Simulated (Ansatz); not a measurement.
H3In (SMILES [InH3]) at its CCSD(T)/def2-TZVPP minimum, average atomic masses, point group D3h.
(charge 0, multiplicity 1):
```xyz
4

In     0.000     0.000     0.000
H     -1.432    -1.009    -0.055
H     -0.157     1.745     0.008
H      1.589    -0.736     0.047
```

Cores are frozen in the correlated methods. Filled d and f shells under p-block atoms count as core.

The values were computed with Ansatz (Gaussian basis) for Hartree–Fock, density functionals and correlated methods. Each number belongs to the level named beside it. In def2 rows elements past Kr take small-core potentials, without spin–orbit coupling.

Harmonic frequencies (cm⁻¹): 600 610 610 1766 1766 1781.

Question: Work out the rotational constants, the zero-point energy, and the ideal-gas entropy and heat capacity at 298.15 K and 1 bar (rigid rotor, harmonic oscillator).

Answer: 
Principal moments 4.642, 4.642, 9.284 u Å² give 16.8576/I = 3.632, 3.632, 1.816 cm⁻¹. Zero point: Σω/2 = 3566 cm⁻¹ = 10.19 kcal/mol. Translation R(1.5 ln M + 2.5 ln T − 1.1517) with M = 117.842 u: 168.34 J/(mol K). Rotation with σ = 6: q = 180.1, S = R(ln q + 3/2) = 55.65. Vibration, summed over R(u/(eᵘ − 1) − ln(1 − e⁻ᵘ)) with u = 1.43878ω/T: 5.56, of which the lowest mode gives 1.88. S° = 229.5 J/(mol K); C_p = 4R + 13.14 = 46.40 J/(mol K).

Ansatz is a program for electronic structure.
